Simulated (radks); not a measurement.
The numbers below are computed, except where a source is named.
The carbon ion C4+, [He]. Code: a radial shooting solver on a logarithmic mesh with Libxc functionals. Model: non-relativistic Kohn-Sham, exchange-only B88, spin-polarised, spherical densities, point nucleus. Every spin shell is full or empty, so the densities are truly spherical. Functionals are evaluated on that one density, not self-consistently. Rank these exchange functionals by their error against the exact value of the orbitals, and give that value: LDA, B88, PBE, RPBE, OPTX, G96, EV93, APBE, revTPSS, TASK.

Answer. Exact: -3.51710 hartree. From best to worst, with 100 (|E| - |E exact|)/|E exact| (equal figures are ties): RPBE -0.08, revTPSS +0.13, TASK +0.16, G96 -0.17, APBE -0.22, OPTX -0.39, B88 -0.58, PBE -1.78, EV93 +4.10, LDA -14.09.
